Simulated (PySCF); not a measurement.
Compound: C₆H₉B₂N.
Numbering: `[BH2:1][N:2]([BH2:3])[c:4]1[cH:5][cH:6][cH:7][cH:8][cH:9]1` (hydrogens: H10, H11 on B1; H12, H13 on B3; H14 on C5; H15 on C6; H16 on C7; H17 on C8; H18 on C9)

Geometry (PBE0-D3(BJ)/def2-SVP, Å), atoms numbered from 1 in this order:
```xyz
18
C6H9B2N angstrom
B     -2.257    0.310   -1.377
N     -1.711    0.154   -0.064
B     -2.563    0.200    1.083
C     -0.305   -0.053    0.101
C      0.167   -1.141    0.838
C      1.537   -1.338    0.999
C      2.447   -0.452    0.424
C      1.977    0.633   -0.313
C      0.609    0.834   -0.474
H     -3.441    0.498   -1.488
H     -1.525    0.246   -2.334
H     -2.082    0.086    2.184
H     -3.745    0.360    0.917
H     -0.546   -1.840    1.279
H      1.894   -2.195    1.574
H      3.521   -0.609    0.550
H      2.681    1.336   -0.764
H      0.239    1.691   -1.041
```

The closed-shell ground state was solved at several levels (PySCF, density fitting, gas phase, non-relativistic).

```csv
level,basis functions,total energy (Eh),HOMO (eV),LUMO (eV),gap (eV),dipole (D)
wB97X-D/pcSseg-1,198,-338.3846,-8.94,0.51,9.45,1.20
wB97X-D/def2-SVPD,252,-338.1963,-8.93,0.49,9.42,1.22
```

Problem. What might PBE0/pcSseg-1 (198 basis functions) give for the same quantities?

Solution. Total energy -338.0809 Eh, HOMO -7.21 eV, LUMO -1.41 eV, gap 5.80 eV, dipole 1.28 D.

Problem. Over all these levels, which gives the widest orbital gap and which the narrowest?

Solution. wB97X-D/pcSseg-1 (range-separated hybrid) has the widest, 9.45 eV, and PBE0/pcSseg-1 (global hybrid, 25 % exact exchange) the narrowest, 5.80 eV. The two share the basis. From the narrowest to the widest the HOMO moves by -1.73 eV and the LUMO by +1.92 eV.

Problem. How far do the dipole and the HOMO energy spread over the levels?

Solution. The dipole runs from 1.20 to 1.28 D (mean 1.24 D) and the HOMO from -8.94 to -7.21 eV.

Note: wB97X-D ran without an empirical dispersion term, which enters the total energy and its gradient alone.
